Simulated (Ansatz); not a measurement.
V6O20H10⁺. The state is a doublet with charge 1. Geometry PBE-D4/def2-SVP, that of the neutral singlet.

```xyz
36

V    -1.240   -0.721   -1.390
V     1.579   -2.667    0.423
V     1.464   -0.664    2.302
V    -2.892   -0.578    0.621
V    -0.561    3.436   -0.452
V     2.055   -0.156   -1.535
O    -2.219    3.340    0.042
O    -0.010    5.106   -0.449
O    -0.425    2.795   -2.060
O     0.275    2.526    0.611
O    -4.426   -0.886   -0.190
O    -2.004   -1.903    1.289
O    -1.489   -2.401   -1.946
O     2.335   -0.799    3.828
O     0.331   -0.501   -0.745
O     0.577    0.751    2.216
O    -2.519    0.930    1.029
O     2.482   -0.872    0.984
O     2.702    1.332   -0.822
O     1.764    0.169   -3.042
O    -1.704    0.446   -2.377
O     3.507   -1.306   -1.450
O     0.367   -3.614   -0.395
O     2.590   -3.705    1.005
O     0.514   -2.076    1.950
O     2.347   -2.107   -1.325
H    -2.465    2.491    0.533
H     0.754    5.385    0.093
H    -0.843    1.935   -2.352
H    -5.024   -0.180   -0.504
H    -1.082   -2.008    1.692
H    -1.917   -2.710   -2.766
H     2.102   -0.244    4.597
H    -0.381   -3.278   -0.972
H     0.424    1.565    1.469
H     3.031    1.168    0.088
```

Single mean-field runs in def2-SVP are fitted with def2-universal-jkfit. The structure holds one bond between oxygen atoms, so isomers without such links may lie far lower. At LDA (SPW92)/def2-SVP, PBE-D4/def2-SVP the gap within one spin of the charge 1 doublet nearly closes, so an electron or hole may be smeared out by delocalisation error.

(1) Estimate the α-spin orbital energies around the gap (eV) in Ansatz with LDA (SPW92)/def2-SVP, PBE-D4/def2-SVP, PBE0-D4/def2-SVP.

Results:

(1) 
```
orbital  LDA (SPW92)/def2-SVP  PBE-D4/def2-SVP  PBE0-D4/def2-SVP
 HOMO−5                -11.53           -11.30            -13.02
 HOMO−4                -11.42           -11.20            -12.99
 HOMO−3                -11.12           -10.94            -12.92
 HOMO−2                -11.07           -10.93            -12.62
 HOMO−1                -11.01           -10.80            -12.49
   HOMO                -10.85           -10.59            -12.20
   LUMO                 -8.98            -8.74             -8.48
 LUMO+1                 -8.58            -8.35             -8.21
 LUMO+2                 -8.37            -8.15             -8.05
 LUMO+3                 -8.32            -8.08             -7.60
 LUMO+4                 -8.04            -7.84             -7.38
 LUMO+5                 -7.87            -7.61             -7.32
 β HOMO                -10.64           -10.37            -11.24
 β LUMO                -10.63           -10.36            -10.52
```
